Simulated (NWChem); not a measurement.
**Correlation energy of BiF₃**

SMILES: [F][Bi]([F])[F]
```xyz
4

Bi     0.0023     0.2550     0.0000
F     -0.8774    -0.7762     1.5077
F     -0.8774    -0.7762    -1.5077
F      1.7338    -0.7994     0.0000
```
Charge 0, spin multiplicity 1.

Program: NWChem. All single points use one geometry, from B3LYP/def2-SVP with def2 effective core potentials on Bi, a minimum by its harmonic frequencies.

Basis set: def2-SVP. Each correlation energy counts from its own Hartree-Fock reference.

Effective core potentials replace the inner electrons of Bi; spin-orbit coupling is left out. The correlated methods keep 7 core orbitals frozen. The structure started from a generated list of species. No row is a measurement; the coupled-cluster row has its own basis-set and correlation limits.

Question: For the correlation energy, CR-CCSD(T) gives -696.3 mHa and CCSD+T(CCSD) gives -702.5 mHa. What do CCSD, CR-CCSD[T], MP2 give?

Answer: CCSD: -685.6 mHa; CR-CCSD[T]: -698.6 mHa; MP2: -682.0 mHa.
